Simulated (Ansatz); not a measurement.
Input and output for Ge19PH28⁺, a doped nanocrystal cut from the lattice of germanium (P on a surface site).

```yaml
crystal:
  periodic: [false, false, false]
  atoms:
    - {symbol: Ge, position_ang: [-3.953507, 2.213890, -0.403547]}
    - {symbol: Ge, position_ang: [-1.445689, -3.305888, 2.890667]}
    - {symbol: Ge, position_ang: [1.789188, -3.618844, -0.348118]}
    - {symbol: P, position_ang: [-1.034728, 1.996343, -2.967941]}
    - {symbol: Ge, position_ang: [1.691259, -0.717271, -3.047556]}
    - {symbol: Ge, position_ang: [-1.072408, -0.773238, -0.236683]}
    - {symbol: Ge, position_ang: [-1.208672, 1.931752, 2.659799]}
    - {symbol: Ge, position_ang: [1.744899, -0.776415, 2.531170]}
    - {symbol: Ge, position_ang: [1.692083, 2.096862, -0.254377]}
    - {symbol: Ge, position_ang: [4.567699, -0.712095, -0.279627]}
    - {symbol: Ge, position_ang: [-2.642938, -1.977523, 1.219389]}
    - {symbol: Ge, position_ang: [-2.487399, 0.670410, -1.628171]}
    - {symbol: Ge, position_ang: [-2.845897, 3.315866, 1.480914]}
    - {symbol: Ge, position_ang: [0.297485, -2.203433, -1.681949]}
    - {symbol: Ge, position_ang: [0.303897, -2.051063, 4.051964]}
    - {symbol: Ge, position_ang: [3.148102, -2.172425, 1.083477]}
    - {symbol: Ge, position_ang: [0.257397, 0.683529, -4.459029]}
    - {symbol: Ge, position_ang: [0.304538, 3.492496, -1.715411]}
    - {symbol: Ge, position_ang: [3.136597, 0.712023, -1.674390]}
    - {symbol: Ge, position_ang: [0.298688, 0.683258, 1.180021]}
    - {symbol: H, position_ang: [-4.501994, 3.252643, -1.424011]}
    - {symbol: H, position_ang: [-5.120244, 1.310686, 0.081857]}
    - {symbol: H, position_ang: [-2.484561, -3.816833, 3.927629]}
    - {symbol: H, position_ang: [-0.826224, -4.525064, 2.154828]}
    - {symbol: H, position_ang: [2.691663, -4.431991, -1.316108]}
    - {symbol: H, position_ang: [0.934483, -4.592519, 0.507272]}
    - {symbol: H, position_ang: [-1.867357, 2.824431, -3.789398]}
    - {symbol: H, position_ang: [2.559937, -1.530771, -4.054331]}
    - {symbol: H, position_ang: [-1.948777, 0.876829, 3.529724]}
    - {symbol: H, position_ang: [-0.360791, 2.842743, 3.591125]}
    - {symbol: H, position_ang: [2.684435, 0.148790, 3.365341]}
    - {symbol: H, position_ang: [2.534563, 3.107931, 0.579343]}
    - {symbol: H, position_ang: [5.494119, -1.532928, -1.218452]}
    - {symbol: H, position_ang: [5.426123, 0.208397, 0.630401]}
    - {symbol: H, position_ang: [-3.562566, -2.858011, 0.327560]}
    - {symbol: H, position_ang: [-3.515313, -0.880644, 1.897210]}
    - {symbol: H, position_ang: [-3.239122, -0.100874, -2.757678]}
    - {symbol: H, position_ang: [-3.958579, 3.773238, 2.463600]}
    - {symbol: H, position_ang: [-2.123608, 4.576062, 0.928843]}
    - {symbol: H, position_ang: [-0.639730, -3.018703, -2.623865]}
    - {symbol: H, position_ang: [1.185273, -3.034096, 4.871160]}
    - {symbol: H, position_ang: [-0.361351, -1.039664, 5.026214]}
    - {symbol: H, position_ang: [4.057019, -3.060060, 1.985331]}
    - {symbol: H, position_ang: [-0.835606, -0.052998, -5.278423]}
    - {symbol: H, position_ang: [0.978369, 1.743926, -5.334392]}
    - {symbol: H, position_ang: [1.060644, 4.280663, -2.818398]}
    - {symbol: H, position_ang: [-0.753444, 4.397636, -1.030557]}
    - {symbol: H, position_ang: [3.952063, 1.642956, -2.622438]}
basis:
  gaussian: {orbitals: cc-pVTZ, fitting: {mean_field: def2-universal-jkfit}}
total_charge: 1
hamiltonian: {xc: {name: HF}}
scf: {omitted_lower_state_checks: [starts]}
```

```sh
$ ansatz run in.yaml --threads 11 --pin off --events-out ev --progress --plain --max-ram 174080MiB --backend cuda --devices 0, --max-vram 75GiB
```

Output, abridged:

```
Functional definition: HF
5686 factors; integrals over basis functions are off by at most 1.1e0 eV
mean field evaluation 1: about -1082729.8517 eV, gradient 3.7e1 eV
mean field evaluation 2: about -1082737.9900 eV, gradient 1.5e1 eV
mean field evaluation 4: about -1082739.1971 eV, gradient 1.8e0 eV
mean field evaluation 8: about -1082739.2177 eV, gradient 1.5e-1 eV
mean field -1082739.21782637 eV, -39789.9323481179 hartree, gradient 1.6e-5 eV, S^2 0.000000; 0 other end points of the search recorded, 0 dependent functions left out
reference -1082739.21782637 eV, -39789.9323481179 hartree; 325, 325 occupied and 918, 918 virtual orbitals, 5686 factors
Total energy: -1082739.21782637 eV, -39789.9323481179 hartree
Checks for a lower state left out: starts
```

Hardware: 11 threads of AMD EPYC 7R13 on a shared host and a whole NVIDIA H100 80GB HBM3. Wall time 12 s.
